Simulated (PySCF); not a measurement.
Numbering as in the mapped SMILES `[N:1]#[C:2][C@:3]1([F:4])[CH2:5][CH2:6][NH:7][CH2:8][SiH2:9]1` (H(Xn): hydrogen on atom n). Ha(C5), Ha(C6), Ha(C8), Ha(Si9) are pro-R; Hb(C5), Hb(C6), Hb(C8), Hb(Si9) are pro-S.

A single conformation, non-relativistic, in vacuum. σ from GIAO-PBE0/pcSseg-1; structure optimised with GFN2-xTB; PySCF 2.14.

Shifts are taken against calculated references (same method and geometry level): 13C and 1H and 29Si vs TMS; 15N against NH3; CFCl3 for 19F.

| atoms | nucleus | count | δ (ppm) |
| --- | --- | --- | --- |
| H(N7) | 1H | 1 | ? |
| F4 | 19F | 1 | ? |
| C8 | 13C | 1 | 36.2 |
| Ha(Si9) | 1H | 1 | 3.96 |
| Hb(Si9) | 1H | 1 | 4.33 |
| Ha(C8) | 1H | 1 | 3.17 |
| C3 | 13C | 1 | 82.3 |
| Hb(C8) | 1H | 1 | 2.74 |
| C6 | 13C | 1 | 49.4 |
| Ha(C6) | 1H | 1 | 3.43 |
| N1 | 15N | 1 | ? |
| C5 | 13C | 1 | ? |
| C2 | 13C | 1 | 124.0 |
| N7 | 15N | 1 | 48.2 |
| Ha(C5) | 1H | 1 | ? |
| Si9 | 29Si | 1 | ? |
| Hb(C5) | 1H | 1 | 1.66 |
| Hb(C6) | 1H | 1 | 2.68 |

Estimate the values marked ?.

## Answers


- C5: 44.3 ppm, sp3 CH2 in a ring; saturated and bonded to C and H only
- Ha(C5): 2.53 ppm, hydrogen on an sp3 CH2 in a ring
- H(N7): -0.56 ppm, hydrogen on an amine nitrogen; exchangeable; this is the value without hydrogen bonding to other molecules
- N1: 320.7 ppm, nitrile nitrogen
- F4: -196.0 ppm, fluorine on an sp3 carbon
- Si9: -44.8 ppm, silicon bonded to 2 C, 2 H, in a 6-membered ring

Exchangeable OH/NH protons stand at their gas-phase positions; hydrogen bonding in a real sample shifts them, mostly to higher δ. Shifts are as computed. Against solution values, carbons near 30 ppm lie about +3 ppm off and those near 130 ppm about +5 ppm. Of 1211 compounds with measured shifts, 218 miss one by over three times the rms of a fit or turn the order of signals round; such compounds aren't used in these exercises. Unscaled 19F shifts against computed CFCl3 carry errors that often reach 10 to 50 ppm. Experimental scales use liquid or dissolved standards, which lie at an offset from isolated NH3 (liquid NH3: subtract about 20 ppm). Unscaled 15N shifts of sp2 nitrogen come out 20 to 40 ppm too high even then.
